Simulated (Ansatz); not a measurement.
Cartesian coordinates (Å):
SMILES: c1([SiH3])c2c(cccc2)ccc1
```xyz
21

Si    -2.5521    -1.5011     0.0121
C     -1.3487    -0.0545     0.0829
C     -1.8511     1.2284     0.2488
C     -1.0002     2.3596     0.3101
C      0.3633     2.2039     0.2044
C      0.9358     0.9134     0.0332
C      2.3418     0.7329    -0.0778
C      2.8848    -0.5230    -0.2435
C      2.0386    -1.6566    -0.3054
C      0.6709    -1.5120    -0.2007
C      0.0722    -0.2325    -0.0288
H     -2.2957    -2.4848     1.1059
H     -3.9332    -0.9596     0.1588
H     -2.4525    -2.2373    -1.2832
H     -2.9301     1.3820     0.3355
H     -1.4334     3.3540     0.4415
H      1.0275     3.0709     0.2507
H      2.9875     1.6137    -0.0290
H      3.9668    -0.6480    -0.3275
H      2.4730    -2.6504    -0.4369
H      0.0349    -2.3991    -0.2509
```
Charge 0, spin multiplicity 1.

Method: frozen-core CCSD(T)/cc-pVDZ // B3LYP-D3(BJ)/def2-SVP (Ansatz, a program for electronic structure). The restricted HF reference is unstable towards unrestricted orbitals.

```json
{
 "HF energy": "-673.47215 Ha",
 "MP2 correlation energy": "-1.40288 Ha"
}
```

Task: Estimate the CCSD correlation energy, the (T) correction, the total energy and the T1 diagnostic.

Result: 
| Quantity | Value |
|---|---|
| CCSD correlation energy | -1.46883 Ha |
| (T) correction | -0.06851 Ha |
| CCSD(T) total energy | -675.00949 Ha |
| T1 diagnostic | 0.011 |
